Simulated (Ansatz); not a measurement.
Hg₃H₁₂Se₃. Total charge 0; singlet. Geometry PBE-D4/def2-SVP, basis def2-TZVP, Ansatz.

```csv
atom,x (Å),y (Å),z (Å)
Hg1,-2.0050,1.0415,-3.2688
Hg2,3.0460,2.2186,1.2521
Hg3,-1.0462,-3.2589,2.0178
Se4,-1.8246,-1.3272,-0.7485
Se5,1.2083,-0.6315,1.9525
Se6,0.6337,1.9457,-1.2171
H7,-3.0633,1.9684,-2.3701
H8,-0.9936,0.1389,-4.2430
H9,2.0257,3.1464,2.1929
H10,4.1363,1.3426,0.3407
H11,-2.0963,-2.3788,2.9718
H12,-0.0209,-4.2143,1.1109
H13,-3.2840,-1.3247,-0.4813
H14,-1.9630,-2.4853,-1.6654
H15,1.0461,-0.3069,3.3910
H16,2.3928,-1.4758,2.2447
H17,0.2376,3.3737,-1.1478
H18,1.5705,2.2276,-2.3325
```

```
run  HOMO (eV)  LUMO (eV)
  A      -6.51      -1.57
  B      -7.33      -0.90
  C      -6.91      -1.25
  D      -6.25      -1.79
```

In the def2 sets Hg takes a core potential; there is no spin–orbit coupling. In the singlet geometry the species has come apart into loosely held pieces.

**Question.** The runs used PBE, PBE0, r2SCAN, r2SCANh. Estimate which is which.

**Answer.** A r2SCAN (0 % exact exchange); B PBE0 (25 % exact exchange); C r2SCANh (10 % exact exchange); D PBE (0 % exact exchange). Exact exchange lowers occupied and raises empty levels; among semilocal functionals meta-GGAs tend to open the gap a little, and such runs are hard to tell apart. The gap grows from 4.46 eV (PBE) to 6.43 eV (PBE0).
